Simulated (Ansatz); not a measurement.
Input:

```yaml
crystal:
  periodic: [false, false, false]
  atoms:
    - { symbol: B, position_ang: [-0.183001, 2.089671, -1.417046] }
    - { symbol: C, position_ang: [0.345493, 1.012476, -0.737868] }
    - { symbol: C, position_ang: [0.81847, -0.045194, -0.069926] }
    - { symbol: Si, position_ang: [-0.33334, -1.223207, 0.88794] }
    - { symbol: H, position_ang: [-0.624835, 3.027193, -2.005458] }
    - { symbol: H, position_ang: [1.911297, -0.259252, -0.069258] }
    - { symbol: H, position_ang: [0.473384, -2.27299, 1.604294] }
    - { symbol: H, position_ang: [-1.271543, -1.892376, -0.078915] }
    - { symbol: H, position_ang: [-1.135925, -0.436312, 1.886235] }
basis:
  gaussian: { orbitals: def2-SVP }
hamiltonian:
  xc: pbe
phonons: {}
```

Launched with:

```bash
$ ansatz run input.yaml --threads 1 --pin off --max-ram 2048MiB --backend cpu --events-out ev --progress --plain --runs-dir out
```

Hardware: 1 thread of Arm Neoverse V2 (shared host).

Q: Roughly how long does this run take, and how much memory?

A: 60 s, with a peak of 0.11 GiB, for 0 ionic steps.
